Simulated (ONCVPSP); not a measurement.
# Rh (Z = 45) ONCV: all-electron and pseudo phase curves

rhodium, optimised norm-conserving Vanderbilt (ONCV), made with ONCVPSP 4.0.1 (PBEsol, scalar-relativistic). Core [Ar] 3d10, reference 4s2 4p6 4d8 5s1. Waves: 4s+5s: rc 1.40 bohr, ncon 5, nbas 9, qcut 9 1/bohr, 2 projectors; 4p: rc 1.20 bohr, ncon 4, nbas 9, qcut 6.5 1/bohr, 2 projectors, debl 3.2 Ha; 4d: rc 1.65 bohr, ncon 5, nbas 9, qcut 10.8 1/bohr, 2 projectors, debl 3.5 Ha; f scattering state at 0.16 Ha: rc 1.40 bohr, ncon 5, nbas 9, qcut 9 1/bohr, 1 projector. Local part: polynomial inside 0.95 bohr (lpopt 4, dvloc0 0 Ha). Core correction: Teter function, fcfact 2, rcfact 1.6.

The phase is arctan(r·R′/R) of the radial function R(r), unwrapped; energies in Ha, scanned from -5 to 5 Ha. A pole is an energy at which the radial function vanishes at the test radius. The pseudo phase is shifted by a multiple of π to meet the all-electron one at the reference energy, and phase errors are pseudo minus all-electron; the curves can meet again beyond the range given. Levels narrower than the energy grid can be missing from the lists of poles.

| channel | radius (bohr) | reference energy (Ha) | poles, all-electron | poles, pseudo | unbroken range about the reference energy with phases within 0.05 rad | phase error 1 Ha above the reference energy (rad) |
| --- | --- | --- | --- | --- | --- | --- |
| s | 1.42 | -0.16 | -2.00 | -2.00 | the whole range | -0.000 |
| p | 1.22 | -1.85 | 1.23 | 1.23 | the whole range | -0.000 |
| d | 1.67 | -0.22 | 0.91 | 0.91 | the whole range | -0.000 |
| f | 1.42 | 0.16 | 4.24 | 4.47 | the whole range | +0.005 |

Phases in the p channel:

```
E (Ha)  all-electron  pseudo
 -4.96         0.849   0.848
 -4.72         0.772   0.771
 -4.48         0.675   0.675
 -4.24         0.555   0.554
 -4.00         0.403   0.402
 -3.76         0.217   0.216
 -3.52         0.000  -0.000
 -3.28        -0.233  -0.233
 -3.04        -0.459  -0.459
 -2.80        -0.658  -0.658
 -2.56        -0.824  -0.824
 -2.32        -0.957  -0.957
 -2.08        -1.063  -1.063
 -1.84        -1.149  -1.149
 -1.60        -1.218  -1.218
 -1.36        -1.275  -1.275
 -1.12        -1.323  -1.323
 -0.88        -1.363  -1.363
 -0.64        -1.398  -1.398
 -0.40        -1.429  -1.429
 -0.16        -1.456  -1.456
  0.08        -1.480  -1.480
  0.32        -1.502  -1.502
  0.56        -1.522  -1.522
  0.80        -1.541  -1.541
  1.04        -1.558  -1.558
  1.28        -1.574  -1.574
  1.52        -1.590  -1.590
  1.76        -1.605  -1.605
  2.00        -1.619  -1.619
  2.24        -1.633  -1.634
  2.48        -1.647  -1.648
  2.72        -1.661  -1.661
  2.96        -1.675  -1.675
  3.20        -1.690  -1.690
  3.44        -1.704  -1.704
  3.68        -1.719  -1.720
  3.92        -1.735  -1.735
  4.16        -1.751  -1.752
  4.40        -1.768  -1.770
  4.64        -1.787  -1.788
  4.88        -1.807  -1.809
```
